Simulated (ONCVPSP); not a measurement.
Ranking ONCV potentials for silicon

All share these settings but for the change named:

```
Element                 : silicon (Si)
Generator               : ONCVPSP 4.0.1
Type                    : optimised norm-conserving Vanderbilt (ONCV)
Functional              : BLYP
Relativity              : scalar-relativistic
Frozen core             : [He]
Valence charge          : 12
Reference configuration : 2s2 2p6 3s2 (charge +2)
Partial waves           : 2s+3s: rc 1.00 bohr, ncon 3, nbas 7, qcut 13.9 1/bohr, 2 projectors; 2p: rc 0.95 bohr, ncon 4, nbas 9, qcut 12.4 1/bohr, 2 projectors, debl 2.2 Ha
Local potential         : polynomial inside 0.75 bohr (lpopt 3, dvloc0 -1 Ha)
Core correction         : none
```

In the p channel the program set the typed energies aside and used -4.297, 0.250 Ha.

Test errors are all-electron minus pseudo excitation energies from the reference, over 2s2 2p6 3s2 3p2; 2s2 2p6 3s2 3p1; 2s2 2p6 3s1; 2s2 2p6 3s0. None of these files shows a bound ghost.

The base gives 10.6 meV.

Of 9 variants that were run, those that failed, showed a ghost or another fault, or gave nearly equal values are left out.

A variant can come out equal or close to the base, since the largest error may sit in a test that the change hardly touches while other tests move.

Problem. Rank these variants by their largest absolute test error, smallest first.
A. p: rc 1.38
B. p: rc 1.26
C. p: rc 1.2
D. p: rc 0.9
E. p: rc 0.66; local potential polynomial inside 0.66 bohr (lpopt 3, dvloc0 -1 Ha)

Solution. E (7.9 meV), D (10.1 meV), C (17.5 meV), B (21.3 meV), A (32.9 meV).
